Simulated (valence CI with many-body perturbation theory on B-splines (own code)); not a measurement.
Which ion has this spectrum?

A relativistic CI+MBPT calculation for an atom or ion with 31 electrons gives these levels (eV):

```
  J  Parity       E     g
1/2     odd    0.00  0.66
1/2    even  112.61  2.14
3/2     odd  148.94  1.33
3/2    even  246.31  1.65
5/2    even  255.87  1.35
3/2    even  269.14  0.99
1/2    even  271.53  1.26
3/2    even  331.76  0.81
5/2    even  360.55  1.22
3/2     odd  381.54  1.32
5/2    even  402.80  1.42
1/2    even  420.31  1.92
3/2     odd  420.41  0.50
3/2    even  424.11  1.20
```

The energies are calculated, and their last digits are not significant.

(1) Which is it?
A. Pb51+
B. Hg49+
C. Pt47+
D. Bi52+

## Answers

(1) B. Hg49+, ground level (4s^2 4p1/2) J=1/2.
